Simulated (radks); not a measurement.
All-electron atom: Re6+ in [Xe] 4f13 6s2 (not the ground configuration).

Method: scalar-relativistic Kohn-Sham, r2SCAN, spin-unpolarised, spherical densities, finite nucleus; meta-GGA in the generalised Kohn-Sham scheme; Fermi nuclear charge, rms radius 5.3698 fm; computed with a radial shooting solver on a logarithmic mesh with Libxc functionals.

Energy parts (eV):
| part | energy |
|---|---|
| total | -453899.21 |
| kinetic | 501495.80 |
| electron-nucleus | -1116686.52 |
| Hartree | 170191.60 |
| exchange-correlation | -8900.09 |

Orbitals (lengths in bohr, moments of r in powers of bohr; r(max) is where P^2 peaks):
orbital,occ.,eigenvalue (eV),r(max),<r^2>,<r>,<1/r>
1s,2,-71831.89,0.01124,0.0004481,0.01804,88.72
2s,2,-12565.74,0.06450,0.006876,0.07621,20.78
2p,6,-10977.21,0.05303,0.005710,0.06835,18.75
3s,2,-2998.622,0.1818,0.04448,0.1972,7.707
3p,6,-2528.005,0.1802,0.04534,0.1977,7.094
3d,10,-1993.355,0.1470,0.03766,0.1793,6.689
4s,2,-711.1312,0.4123,0.2181,0.4397,3.277
4p,6,-555.6631,0.4323,0.2478,0.4670,2.980
4d,10,-359.5681,0.4423,0.2856,0.4970,2.661
4f,13,-141.6640,0.4142,0.3802,0.5583,2.216
5s,2,-177.4550,0.9208,1.110,0.9968,1.347
5p,6,-135.0999,1.023,1.412,1.122,1.176
5d,0,-82.9888,1.229,2.221,1.400,0.9242
6s,2,-66.9892,2.013,4.911,2.106,0.6185
6p,0,-54.3535,2.267,6.150,2.355,0.5521
7s,0,-30.6445,3.590,14.22,3.549,0.3877

The highest occupied level is 6s at -66.989 eV. The configuration is held as typed, so some empty levels lie below it. The density falls to 0.001 e/bohr^3 at r = 3.45 bohr. The electron density at the nucleus is 1.649e+06 e/bohr^3 (large components only).
